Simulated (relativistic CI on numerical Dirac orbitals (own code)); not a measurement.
Radial Dirac CI calculation of Ca.

Command:

```sh
python run_levels.py task.json out
```

Input:

```
atom Ca  Z=20  charge=0  electrons=20
nucleus A=40  rms_radius_fm=3.4776
hamiltonian dirac-coulomb  breit=on  qed=on  c_scale=2
orbitals kli  potential=per-configuration
slater_scale 1
correlation none
mixing on
grid step=0.0125 r_max=149
scf mixing=0.4 start=thomas-fermi max_iterations=150 tolerance=2e-08 node_fill=0.05
configurations
  [Ar] 4s2
  [Ar] 4s 4p
end
```

Output:

```
SCF 1: [Ar] 4s2
 iter      energy (Ha)   residual   last orbital (Ha)
    1      -675.347128   1.03e+00     -0.13537
    2      -677.361863   2.57e-01     -0.19018
    3      -677.469111   9.04e-02     -0.19788
    4      -677.480632   1.27e-02     -0.19570
    5      -677.481643   3.46e-03     -0.19335
    6      -677.481795   2.20e-04     -0.19415
    7      -677.481801   1.41e-04     -0.19416
    8      -677.481803   5.53e-06     -0.19413
    9      -677.481803   9.28e-07     -0.19413
   10      -677.481803   3.37e-07     -0.19413
   11      -677.481803   1.73e-09     -0.19413
SCF 2: [Ar] 4s 4p
 iter      energy (Ha)   residual   last orbital (Ha)
    1      -675.277207   1.05e+00     -0.08800
    2      -677.297325   2.60e-01     -0.12214
    3      -677.409447   8.86e-02     -0.12989
    4      -677.420504   1.29e-02     -0.13066
    5      -677.421545   2.81e-03     -0.12982
    6      -677.421693   2.65e-04     -0.13033
    7      -677.421699   1.24e-04     -0.13036
    8      -677.421701   5.58e-06     -0.13035
    9      -677.421701   6.16e-07     -0.13035
   10      -677.421701   5.72e-07     -0.13035
   11      -677.421701   6.22e-09     -0.13035
orbital energies (Ha): 1s -144.5396  2s -15.2918  2p1/2 -12.4802  2p3/2 -12.4466  3s -1.7671  3p1/2 -1.0809  3p3/2 -1.0775  4s -0.1941
configuration averages (Ha): Dirac-Coulomb, Breit, QED
  4s2                           -677.481803    0.047545    0.112861
  4s 4p                         -677.421701    0.047544    0.112828
levels: no., configuration, term, J, E (cm-1), weight
   1 4s2                    1S   0                0.0  1.00
   2 4s 4p                  3P*  0             8896.9  1.00
   3 4s 4p                  3P*  1             8909.5  1.00
   4 4s 4p                  3P*  2             8934.8  1.00
   5 4s 4p                  1P*  1            25965.3  1.00
lowest total energy -677.321396 Ha
end: converged
```

Against the reference input this run has: speed of light × 2, start potential thomas-fermi. The reference run ends at -679.385081 Ha with Breit and QED terms. With a changed speed of light or nuclear radius the levels are not those of the real ion, and the QED model is not rescaled.

With so few configurations and no correlation, terms lie too far apart (by 10 to 50 % or more near neutrality), their order can be wrong, and levels of other configurations are missing.
